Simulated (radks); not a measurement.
Valence configurations of neutral rubidium (all share [Kr]). Method: Dirac Kohn-Sham, PBEsol, spin-unpolarised, spherical densities, point nucleus; open shells fill j = l - 1/2 first; computed with a radial shooting solver on a logarithmic mesh with Libxc functionals. Energies are relative to 5s1; eigenvalues in eV.

valence      E (eV)  e(4d3/2)  e(5p1/2)  e(5s1/2)
5s1           0.000         -         -    -2.222
4d0.5 5s0.5   1.112    -0.384         -    -2.599
5p1           1.472         -    -1.333         -
4d0.5 5p0.5   1.845    -0.580    -1.319         -
4d1           2.207    -0.624         -         -

NIST lists [Kr] 5s1 as the ground configuration; this level of theory agrees among the configurations tried. The energies are those of spherical spin-averaged densities, not of single terms.
